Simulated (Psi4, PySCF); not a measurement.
Here is a job for Psi4.
```
memory 2 GB

molecule mol {
-1 1
C    -0.524401    0.298022    0.000000
C     0.981426    0.138218    0.000000
Cl   -1.347954   -1.289584    0.000000
H    -0.869380    0.832035    0.885248
H    -0.869380    0.832035   -0.885248
H     1.314845   -0.405364    0.885398
H     1.314845   -0.405364   -0.885398
}

set {
  basis def2-svp
  reference rks
  scf_type pk
  puream true
  d_convergence 1e-8
  dft_radial_points 99
  dft_spherical_points 590
}

energy('b97m-v')
print_variables()
```

Question: Convert this to an input for PySCF.

Answer: One answer among several that fit: 
```python
from pyscf import gto, scf, dft

mol = gto.Mole()
mol.atom = '''
    C    -0.52440100    0.29802200    0.00000000
    C     0.98142600    0.13821800    0.00000000
    Cl   -1.34795400   -1.28958400    0.00000000
    H    -0.86938000    0.83203500    0.88524800
    H    -0.86938000    0.83203500   -0.88524800
    H     1.31484500   -0.40536400    0.88539800
    H     1.31484500   -0.40536400   -0.88539800
'''
mol.basis = 'def2-svp'
mol.charge = -1
mol.verbose = 4
mol.build()

mf = dft.RKS(mol)
mf.xc = 'b97m_v'
mf.grids.atom_grid = (99, 590)
mf.grids.prune = None
mf.kernel()
```

Both were run: Psi4 gave -538.425810 Eh and PySCF -538.425808 Eh, 0.002 mEh apart.
